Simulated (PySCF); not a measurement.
# Spinor energies of Ta³⁺ (tantalum, charge +3)

Start: [Xe] 4f14 5d2; 5d3/2 filled at m_j = +1/2, +3/2. Calculated with PySCF 2.14 in x2c-QZVPPall-2c (16s16p12d6f2g, 184 functions): generalised Hartree-Fock with the X2C-1e Hamiltonian and a Gaussian nucleus; one run each with spin-orbit coupling (SO) switched off, then screened by Boettger's factors.

| spinor shell | electrons | ε, spin-free (eV) | ε, screened SO (eV) | weight of nominal j (screened SO) | rms radius, screened SO (bohr) |
| --- | --- | --- | --- | --- | --- |
| 1s1/2 | 2 | -67803.8 | -67784.1 | 1.000 | 0.0211 |
| 2s1/2 | 2 | -11812.5 | -11806.2 | 1.000 | 0.0853 |
| 2p1/2 | 2 | -10357.5 | -11264.1 | 1.000 | 0.0726 |
| 3s1/2 | 2 | -2788.7 | -2786.6 | 1.000 | 0.218 |
| 3p1/2 | 2 | -2348.2 | -2545.9 | 1.000 | 0.210 |
| 3p3/2 | 4 | -2348.2 | -2266.2 | 1.000 | 0.225 |
| 3d3/2 | 4 | -1829.1 | -1864.5 | 1.000 | 0.199 |
| 3d5/2 | 6 | -1829.1 | -1803.8 | 1.000 | 0.203 |
| 4s1/2 | 2 | -622.44 | -621.70 | 1.000 | 0.488 |
| 4p1/2 | 2 | -475.34 | -521.23 | 1.000 | 0.497 |
| 4p3/2 | 4 | -475.34 | -456.02 | 1.000 | 0.530 |
| 4d3/2 | 4 | -283.34 | -290.49 | 1.000 | 0.557 |
| 4d5/2 | 6 | -283.34 | -277.87 | 1.000 | 0.569 |
| 5s1/2 | 2 | -114.77 | -114.50 | 1.000 | 1.18 |
| 5p1/2 | 2 | -75.678 | -83.489 | 0.984 | 1.31 |
| 5p3/2 | 4 | -75.678 | -72.118 | 0.988 | 1.39 |
| 4f5/2 | 6 | -68.521 | -69.443 | 0.996 | 0.700 |
| 4f7/2 | 8 | -68.521 | -67.127 | 0.999 | 0.703 |
| 5d3/2 | 2 | -35.434 | -35.624 | 0.925 | 1.95 |

Question: Where does 2p3/2 lie, and what is the 2p spin-orbit splitting (screened SO)?

Answer: At -9987.9 eV, 1276.1 eV above 2p1/2.

```
   quantity     spin-free   screened SO
E (hartree)  -15591.54601  -15608.99174
        M_J             2             2
       ⟨J²⟩         8.010         6.456
       ⟨L²⟩        12.007        11.461
       ⟨S²⟩         2.002         1.903
```

The determinant has a definite M_J but mixes levels of different J.

Each row is a mean over spinors that exchange with the open shell spreads, by up to 3.597 eV (5p1/2).

Breit and QED terms are absent; they matter most for the inner s and p1/2 levels.

Densities and radii are taken from the X2C orbitals without a picture-change correction, which distorts them close to the nucleus.

Without spin-orbit coupling the j labels of p, d and f shells carry no meaning; the spin-free column gives the mean over the occupied spinors of each nl shell, and its ⟨J²⟩ belongs to a mixture of degenerate components.
